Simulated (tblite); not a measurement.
Species: C4H12BClP2.
Numbering: `[CH3:1][CH2:2]/[CH:3]=[CH:4]/[B@-:5]([PH2:6])([PH3+:7])[Cl:8]` (hydrogens: H9, H10, H11 on C1; H12, H13 on C2; H14 on C3; H15 on C4; H16, H17 on P6; H18, H19, H20 on P7)
Bond orders are those of one Lewis drawing.

Computed with GFN2-xTB (tblite), gas phase: L-BFGS steps from a force-field or distance-geometry start until the largest atomic force falls under 0.01 eV/Å.

Step 115: E = -693.4056 eV
```
atom  x, y, z in Å  |  force x, y, z in eV/Å
C1      3.1615   -0.2607    0.7155   -0.006  -0.003   0.016
C2      2.2830    0.5003   -0.2733    0.012  -0.004  -0.001
C3      0.8509    0.0717   -0.2132    0.002  -0.036  -0.029
C4     -0.2059    0.8528   -0.4006    0.017  -0.005   0.023
B5     -1.7041    0.3654   -0.3709    0.019   0.016  -0.009
P6     -2.9167    1.3914    0.8027    0.002   0.012   0.057
P7     -1.8945   -1.5268    0.0547    0.011  -0.030   0.043
Cl8    -2.4187    0.0141   -2.0838   -0.021  -0.005  -0.034
H9      2.8245   -0.0925    1.7357   -0.020   0.006   0.005
H10     3.1282   -1.3295    0.5133   -0.007  -0.002   0.003
H11     4.1953    0.0681    0.6380   -0.005   0.009  -0.007
H12     2.3485    1.5732   -0.0841    0.011   0.006  -0.011
H13     2.6571    0.3204   -1.2871    0.000  -0.002  -0.005
H14     0.6924   -0.9924   -0.0250    0.012  -0.012   0.020
H15    -0.0174    1.9040   -0.5933   -0.009   0.007  -0.001
H16    -2.7780    2.5923    0.1320   -0.019  -0.014  -0.007
H17    -4.0817    1.0702    0.1245   -0.028   0.018  -0.011
H18    -1.3394   -2.3888   -0.8603    0.018  -0.007  -0.012
H19    -1.5793   -2.2021    1.2380    0.016   0.020  -0.038
H20    -3.2108   -1.9204   -0.0441   -0.003   0.027  -0.003
```

Step 116: E = -693.4062 eV
```
atom  x, y, z in Å  |  force x, y, z in eV/Å
C1      3.1580   -0.2619    0.7193    0.000  -0.007   0.011
C2      2.2838    0.5001   -0.2722   -0.001   0.000  -0.003
C3      0.8502    0.0751   -0.2127    0.025  -0.049  -0.011
C4     -0.2065    0.8530   -0.4107   -0.004   0.044   0.014
B5     -1.7049    0.3644   -0.3724    0.020   0.024  -0.018
P6     -2.9110    1.3912    0.8076   -0.007   0.022   0.052
P7     -1.8918   -1.5279    0.0498    0.028   0.003   0.034
Cl8    -2.4339    0.0183   -2.0808   -0.014  -0.008  -0.036
H9      2.8228   -0.0904    1.7392   -0.033   0.016   0.016
H10     3.1187   -1.3309    0.5204   -0.002  -0.012  -0.003
H11     4.1935    0.0611    0.6421    0.000   0.010  -0.013
H12     2.3530    1.5732   -0.0859    0.005   0.009  -0.007
H13     2.6590    0.3175   -1.2851    0.000  -0.007  -0.007
H14     0.6901   -0.9856   -0.0091    0.013  -0.025   0.014
H15    -0.0189    1.9031   -0.6158   -0.016  -0.027   0.003
H16    -2.7786    2.5898    0.1312   -0.015  -0.011  -0.001
H17    -4.0812    1.0696    0.1378   -0.019   0.011  -0.005
H18    -1.3363   -2.3834   -0.8704    0.015  -0.016  -0.016
H19    -1.5637   -2.2016    1.2293    0.008   0.005  -0.027
H20    -3.2074   -1.9240   -0.0429   -0.004   0.018   0.001
```

**Question.** Estimate the geometry and energy of step 117. (The exact step hangs on the optimiser's Hessian estimate; all steps are aligned on step 116, rigid shifts and turns removed.)

**Answer.** E = -693.4067 eV, largest force 0.046 eV/Å
```
atom  x, y, z in Å  |  force x, y, z in eV/Å
C1      3.1558   -0.2631    0.7225    0.001  -0.003   0.009
C2      2.2846    0.4997   -0.2709   -0.009   0.004  -0.006
C3      0.8499    0.0771   -0.2114    0.004  -0.019  -0.004
C4     -0.2069    0.8532   -0.4191    0.007   0.006   0.024
B5     -1.7054    0.3645   -0.3750    0.011   0.022  -0.014
P6     -2.9073    1.3908    0.8124   -0.016   0.021   0.025
P7     -1.8894   -1.5278    0.0456    0.034   0.029   0.009
Cl8    -2.4448    0.0199   -2.0801   -0.010  -0.003  -0.031
H9      2.8215   -0.0891    1.7422   -0.036   0.019   0.015
H10     3.1122   -1.3322    0.5251    0.002  -0.016  -0.002
H11     4.1924    0.0562    0.6449    0.001   0.008  -0.014
H12     2.3566    1.5731   -0.0868    0.001   0.007  -0.004
H13     2.6599    0.3150   -1.2833    0.001  -0.009  -0.007
H14     0.6889   -0.9805    0.0055    0.009  -0.038   0.007
H15    -0.0204    1.9007   -0.6337   -0.006  -0.005  -0.005
H16    -2.7806    2.5877    0.1318   -0.010  -0.007   0.006
H17    -4.0818    1.0691    0.1480   -0.002   0.006   0.006
H18    -1.3357   -2.3789   -0.8797    0.012  -0.019  -0.013
H19    -1.5495   -2.1993    1.2213    0.002  -0.014  -0.006
H20    -3.2052   -1.9253   -0.0405    0.003   0.011   0.006
```

The energy changes by -0.0005 eV. The first-order estimate −F·Δx gives -0.0007 eV and the mean of the old and new forces, exact on a quadratic surface, -0.0004 eV. The step makes an angle of 83° with the force vector and moves no atom by more than 0.018 Å.

The cost below is that of the whole relaxation. On Arm Neoverse N1, one thread, no GPU (shared host), this took 3.5 s of wall time.
